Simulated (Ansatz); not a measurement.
Basis-set series for `[SH][Cd][Cl]`. Charge 0, multiplicity 1. Cd takes the def2 core potential. The geometry is a stationary point of PBE0-D4/def2-TZVP. It is one conformer, not always the lowest.

```tsv
functional	basis	functions	energy (Eh)	HOMO (eV)	LUMO (eV)
PBE0-D4	def2-SVP	72	-1026.23506	-7.42	-1.62
PBE0-D4	def2-QZVPP	258	-1026.60468	-7.63	-1.82
ωB97M-V	def2-SVP	72	-1026.42094	-9.55	0.23
ωB97M-V	def2-QZVPP	258	-1026.78925	-9.81	-0.20
```

Problem. Give the rows for def2-TZVPP. (An estimate is asked.)

Solution. Ansatz gave: 
| functional | basis | functions | energy (Eh) | HOMO (eV) | LUMO (eV) |
| --- | --- | --- | --- | --- | --- |
| PBE0-D4 | def2-TZVPP | 154 | -1026.57442 | -7.60 | -1.77 |
| ωB97M-V | def2-TZVPP | 154 | -1026.76003 | -9.77 | 0.01 |

Positive LUMOs are unbound and depend on the basis.
